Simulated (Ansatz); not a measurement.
```yaml
atoms:
  - { symbol: N, position_ang: [0.0000, 0.0000, -0.1204] }
  - { symbol: H, position_ang: [0.0000, 0.0000, 0.8427] }
```

Basis set: 6-31G* (spherical functions). Correlated methods keep 1 orbital frozen. Charge 0, multiplicity 3.

Computed with Ansatz (development build ahead of 0.2.0); each method stands on the lowest determinant of its kind that the runs found.

The atomization energy at this shape (free ground-state atoms in the same class of orbitals less the molecule, no zero-point energy) of triplet NH:

| method | atomization energy |
| --- | --- |
| UHF | 45.22 kcal/mol |

Problem. What does UHF-MP2 give?

Solution. 61.44 kcal/mol.
